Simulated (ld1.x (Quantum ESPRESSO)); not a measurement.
Before and after: TM potential for gold

ld1.x (Quantum ESPRESSO) 7.5 input, shortened:

```
&input
   title='Au', zed=79., rel=1, dft='PBESOL', iswitch=3,
   config='[Xe] 4f14 5d10 6s1 6p0'
 /
 &inputp
   pseudotype=2, tm=.true., lloc=-1, rcloc=1.20,
   nlcc=.true., new_core_ps=.true., rcore=0.60
 /
4
6S  1  0   1.00   0.00  2.50  2.50  0.0
6P  2  1   0.00   0.00  2.60  2.60  0.0
5D  3  2  10.00   0.00  1.40  1.40  0.0
4F  4  3  14.00   0.00  0.65  0.65  0.0
 &test
   configts(1)='4f14 5d10 6s1 6p0'
 /
```

All-electron outer shells of the reference configuration (PBEsol, scalar-relativistic, ld1.x):

```tsv
shell	level (eV)	outermost node (bohr)	outermost maximum (bohr)
5s	-108.44	0.48	0.84
4f	-81.19	–	0.37
5p	-59.80	0.52	0.96
5d	-6.90	0.56	1.21
6s	-5.80	1.11	2.32
6p	-0.70	1.32	3.55
```

Change: core [Kr] 4d10 4f14, valence charge 19; reference 5s2 5p6 5d10 6s1 6p0; waves now 5s (bound): rc 1.10 bohr; 5d (bound): rc 1.45 bohr; 5p (bound): rc 1.20 bohr; local potential the p channel; core correction Bessel-smoothed model core, default radius (core density twice the valence density) (6s counted twice).

Cutoffs: the cutoffs (Ry, on a coarse ladder) from which the occupation-weighted sum of valence levels, in a spherical-Bessel basis at the reference potential, stays within 10 and 1 mRy of its value at 400 Ry; they do not see the model core or the augmentation charge, which bear on the density cutoff. Errors are all-electron minus pseudo energies relative to the spin-unpolarised reference configuration.

Q: What does the change do?

A: The bound ghost in s disappears; the miss of the reference levels goes from 0.00 to 0.57 eV; the number of tests that count goes from 6 to 7. In the changed file ld1.x takes every shell without a wave as core, so the model core holds the 6s electrons as well and exchange and correlation see them twice. This cancels in the reference configuration, but the file is broken for other ones, and its errors say nothing about a proper core correction. Several settings change at once here, so the effects cannot be laid on one of them.

```csv
quantity,base,changed
"cutoffs, loose and tight",not determined,"140 Ry, 230 Ry"
bound ghosts,s,none
"largest miss of a reference level, eV",0.00,0.57
"tests counted (converged, no solver errors)",6 of 7,7 of 7
```

Base: Tests not counted: 4f13 5d10 6s1 6p0 (solver errors, printed error -5.9 eV). These tests converged, but a pseudo level misses the all-electron one widely, so the file describes the atom poorly there or has found another state: 4f14 5d9 6s0 6p0: empty 6p by 4.3 eV (a node warning on the way); 4f14 5d8 6s0 6p0: empty 6s by 5.9 eV. A true bound ghost makes a file unfit for plane-wave use even where its test errors are small: the radial tests pick states by their node count and pass the ghost by. Where a test does run into it, the solver fails or the error is huge.
